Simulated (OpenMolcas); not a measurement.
Ti2+ (d2) in a complex was computed by CASSCF with the d shell active (OpenMolcas, ANO-RCC-VTZP on the metal). Its lowest spin-free states, and all those of the highest spin:

```csv
2S+1,Degeneracy,E (cm-1)
3,3,0.0
3,3,1513
3,1,3541
1,3,10702
1,2,11379
3,3,13259
1,3,16101
1,3,16643
1,2,17004
1,1,17101
1,1,38358
```

Task: Is the site octahedral, tetrahedral or cube-like, axial, or of lower symmetry?

Result: The states with 2S+1 = 3 have orbital degeneracies 3, 3, 1, 3. Threefold states need a cubic site. For d2 at this spin an octahedron puts the threefold T1 below the threefold T2 and a tetrahedron or cube puts the single A2 below the threefold T2, so the site is octahedral. The run had Ti2+ with 6 ligands (sulfide) in octahedral coordination (Oh) at 2.64 Å. A charge of +1.67 e stands 2.8 Å behind each ligand. Ligand basis ANO-RCC-VDZP.

An orbital triplet at a regular site is open to Jahn-Teller coupling, which can distort the site and quench the lowest spin-orbit gaps and is left out. Without dynamic correlation the repulsion within the d shell is too large (B by tens of per cent), so at a given field states of lower spin stand too high. The sulfide ions are held by bare point charges, a crude embedding. Ligand-to-metal charge-transfer states are missing. With no ligand orbital active B as a rule stays too high, so bands that hang on it stand too high and its fall with covalency is understated. With metal d orbitals alone and no dynamic correlation the field as a rule comes out too small, by tens of per cent, by up to half for chloride and softer ligands. No measured value stands beside these numbers; the geometry was imposed, not optimised, and the real ion may take another.
